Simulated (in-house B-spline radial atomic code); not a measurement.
Relativistic effects in Xe+, [Kr] 4d10 5s2 5p5: non-relativistic Hartree-Fock (point nucleus) against Dirac-Hartree-Fock (Fermi nucleus of rms radius 4.7859 fm), both averages of the configuration, computed with an all-electron radial atomic-structure program (B-spline basis).

```
orbital  ε NR (Eh)  ε Dirac (Eh)  <r> NR (bohr)  <r> Dirac (bohr)  change of <r> (%)
  1s1/2    -1224.8       -1277.6        0.02814           0.02665               -5.3
  2s1/2    -189.71       -202.84         0.1209             0.114               -5.7
  2p1/2    -178.15             ?         0.1031                 ?                  ?
  2p3/2    -178.15       -178.08         0.1031             0.102               -1.0
  3s1/2    -40.546             ?         0.3187                 ?                  ?
  3p1/2    -35.591       -38.033         0.3094            0.2952               -4.6
  3p3/2    -35.591       -35.698         0.3094            0.3066               -0.9
  3d3/2    -26.489       -26.396         0.2803            0.2778               -0.9
  3d5/2    -26.489        -25.91         0.2803            0.2814               +0.4
  4s1/2    -8.2241       -8.8012         0.7451            0.7171               -3.8
  4p1/2    -6.3749       -6.8224         0.7775            0.7478               -3.8
  4p3/2    -6.3749       -6.3529         0.7775            0.7737               -0.5
  4d3/2    -3.1444       -3.0812         0.8695            0.8688               -0.1
  4d5/2    -3.1444       -3.0037         0.8695            0.8795               +1.2
  5s1/2    -1.2624       -1.3343          1.931              1.86               -3.7
  5p1/2   -0.78627      -0.82648          2.222             2.139               -3.7
  5p3/2   -0.78627      -0.77106          2.222             2.227               +0.2
```

Q: What happens to 3s1/2?

A: Its energy goes to -43.384 hartree and <r> to 0.3046 bohr (-4.42 %).

Q: What happens to 2p1/2?

A: Its energy goes to -190.05 hartree and <r> to 0.09631 bohr (-6.57 %).

Q: What explains the pattern of contraction and expansion?

A: Expansion is seen in 3d5/2, 4d5/2, 5p3/2. The s and p1/2 orbitals contract directly, screen the nucleus better, and so push out orbitals that have little density near the nucleus; spin-orbit coupling adds to this for j = l + 1/2 and opposes it for j = l - 1/2.

Q: By how much does the total energy change?

A: By -214.76 hartree, from -7231.709 to -7446.470.
